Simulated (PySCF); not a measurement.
C3H8Ge (SMILES C=C[CH2][GeH3]), singlet, geometry from GFN2-xTB. Base run: B3LYP/6-31G run with PySCF.

PySCF was given this input:
```python
from pyscf import gto, scf, dft, solvent

mol = gto.Mole()
mol.atom = '''
    Ge    1.066874    0.250476    0.065170
    C    -0.498454   -0.965093    0.039776
    C    -1.757219   -0.218370    0.304445
    C    -2.690479    0.021740   -0.598947
    H     2.344781   -0.506037   -0.129344
    H     0.971741    1.281277   -1.011915
    H     1.169801    0.976638    1.368520
    H    -0.546002   -1.464183   -0.929163
    H    -0.347053   -1.728616    0.806427
    H    -1.871920    0.155174    1.315105
    H    -2.602961   -0.338345   -1.611509
    H    -3.581449    0.579200   -0.365189
'''
mol.basis = '6-31g'
mol.charge = 0
mol.spin = 0
mol.verbose = 4
mol.build()

mf = dft.RKS(mol)
mf.xc = 'b3lyp'
mf.kernel()
```

Variants of this job, named by their change:

```json
[
 {"change": "base", "ΔE vs base (kcal/mol)": "0.000", "dipole (D)": "0.56", "HOMO-LUMO gap (eV)": "7.12"},
 {"change": "model = IEF-PCM; solvent = dichloromethane; vdw_scale = 1.0", "ΔE vs base (kcal/mol)": "-2.35", "dipole (D)": "0.75", "HOMO-LUMO gap (eV)": "7.12"},
 {"change": "model = IEF-PCM; solvent = water", "ΔE vs base (kcal/mol)": "-1.36", "dipole (D)": "0.75", "HOMO-LUMO gap (eV)": "7.11"},
 {"change": "model = IEF-PCM; solvent = dichloromethane; lebedev_order = 11", "ΔE vs base (kcal/mol)": "-1.06", "dipole (D)": "0.71", "HOMO-LUMO gap (eV)": "7.11"},
 {"change": "model = IEF-PCM; solvent = dichloromethane; vdw_scale = 1.1", "ΔE vs base (kcal/mol)": "-1.61", "dipole (D)": "0.74", "HOMO-LUMO gap (eV)": "7.12"},
 {"change": "model = IEF-PCM; solvent = acetonitrile", "ΔE vs base (kcal/mol)": "-1.33", "dipole (D)": "0.75", "HOMO-LUMO gap (eV)": "7.11"},
 {"change": "model = C-PCM; solvent = dichloromethane", "ΔE vs base (kcal/mol)": "-1.23", "dipole (D)": "0.73", "HOMO-LUMO gap (eV)": "7.11"},
 {"change": "model = IEF-PCM; solvent = dichloromethane; lebedev_order = 41", "ΔE vs base (kcal/mol)": "-1.14", "dipole (D)": "0.72", "HOMO-LUMO gap (eV)": "7.11"},
 {"change": "model = ddCOSMO; solvent = dichloromethane", "ΔE vs base (kcal/mol)": "-0.86", "dipole (D)": "0.69", "HOMO-LUMO gap (eV)": "7.12"},
 {"change": "model = IEF-PCM; solvent = dichloromethane", "ΔE vs base (kcal/mol)": "-1.13", "dipole (D)": "0.72", "HOMO-LUMO gap (eV)": "7.11"},
 {"change": "model = IEF-PCM; solvent = dichloromethane; r_probe = 0.5", "ΔE vs base (kcal/mol)": "-0.388", "dipole (D)": "0.65", "HOMO-LUMO gap (eV)": "7.11"},
 {"change": "model = SS(V)PE; solvent = dichloromethane", "ΔE vs base (kcal/mol)": "-1.11", "dipole (D)": "0.71", "HOMO-LUMO gap (eV)": "7.11"}
]
```

The base is the gas phase, so ΔE is the electrostatic part of solvation at a fixed geometry, without cavity and dispersion terms.
